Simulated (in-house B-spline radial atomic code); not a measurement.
Configurations of the molybdenum ion Mo⁴⁺, with energies counted from [Kr] 4d2. Method: scalar-relativistic (X2C) TPSSh, spin-polarised, spherical fractional occupations, Fermi nucleus of rms radius 4.4091 fm. Calculated with an all-electron radial atomic-structure program (B-spline basis). Shells without spins written out take the highest spin.

Caution: exact exchange at fractional occupations of open shells leaves self-interaction of up to several eV.

Occupations are held fixed; configurations that lie above the ionisation limit could autoionise.

```csv
configuration,E - E(ref) (eV),highest orbital,its <r> (bohr)
"[Kr] 4d(1 up, 1 down)",1.2615,4d up,1.522
[Kr] 4d1 5s1,10.819,5s up,2.471
"[Kr] 4d(0 up, 1 down) 5p(1 up, 0 down)",18.657,5p up,2.826
[Kr] 4d1 5d1,28.465,5d up,3.583
[Ar] 3d10 4s2 4p5 4d3,36.663,4d up,1.486
[Ar] 3d9 4s2 4p6 4d3,233.49,4d up,1.437
[Ar] 3d9 4s2 4p6 4d2 5f1,274.89,5f up,5.05
```

Problem. Order these further configurations by energy, lowest first.
A. [Ar] 3d10 4s2 4p5 4d2 5f1
B. [Ar] 3d10 4s2 4p5 4d2 4f1
C. [Kr] 4d1 5p1
D. [Ar] 3d10 4s2 4p(3 up, 2 down) 4d(1 up, 1 down) 5d(1 up, 0 down)
E. [Ar] 3d10 4s2 4p(3 up, 2 down) 4d(1 up, 1 down) 5s(0 up, 1 down)

Solution. C (18.36 eV), E (52.238 eV), B (68.046 eV), D (69.845 eV), A (76.567 eV).

Problem. How far above the reference does [Kr] 4d(0 up, 1 down) 5f(0 up, 1 down) lie?

Solution. 37.861 eV; its least bound orbital is 5f down with <r> = 5.197 bohr.

Problem. How far above the reference does [Ar] 3d10 4s2 4p5 4d2 5p1 lie?

Solution. 56.829 eV; its least bound orbital is 5p up with <r> = 2.755 bohr.
